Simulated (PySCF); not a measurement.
**Calculated NMR parameters of C[Si](Cl)(Cl)[Si](Cl)(Cl)Cl**

```yaml
Formula: CH3Cl5Si2
SMILES: C[Si](Cl)(Cl)[Si](Cl)(Cl)Cl
InChI: InChI=1S/CH3Cl5Si2/c1-7(2,3)8(4,5)6/h1H3
Point_group_of_the_computed_structure: C1
Degrees_of_unsaturation: 0
Carbon_signals: 1
Proton_signals: 1
```

Numbering as in the mapped SMILES `[CH3:1][Si:2]([Cl:3])([Cl:4])[Si:5]([Cl:6])([Cl:7])[Cl:8]`. Each H is labelled by its parent atom.

Theoretical values (PySCF): shielding tensors at B97-2/pcSseg-2 (GIAO), geometry from PBE0-D3(BJ)/def2-TZVP. Relativity neglected, a single conformation, equivalent nuclei averaged, no solvent.

δ = σ(ref) − σ, references computed at the same level: TMS for ¹H (σref 31.64) and ¹³C (σref 185.38) and ²⁹Si (σref 348.46).

| carbon | δC, type | δH (multiplicity) | HMBC from (2–3 bonds) | span of the C tensor (ppm) |
| --- | --- | --- | --- | --- |
| C1 | 6.0, CH3 | 0.78 (s) | – | 21 |

Other nuclei:
| atoms | nucleus | environment | δ (ppm) | σ (ppm) |
| --- | --- | --- | --- | --- |
| Si2 | ²⁹Si | silicon bonded to C, 2 Cl, Si | 21.7 | 326.8 |
| Si5 | ²⁹Si | silicon bonded to 3 Cl, Si | 14.2 | 334.2 |

δC 6.0: methyl carbon bonded to Si; an electropositive neighbour leaves it electron-rich and shielded. δH 0.78: hydrogen on a methyl carbon bonded to Si; an electropositive neighbour shields it, as in TMS itself.

Shifts are as computed. Against solution values, carbons near 30 ppm lie about +3 ppm off and those near 130 ppm about +7 ppm. Of 1211 compounds with measured shifts, 218 miss one by over three times the rms of a fit or turn the order of signals round; such compounds aren't used in these exercises.
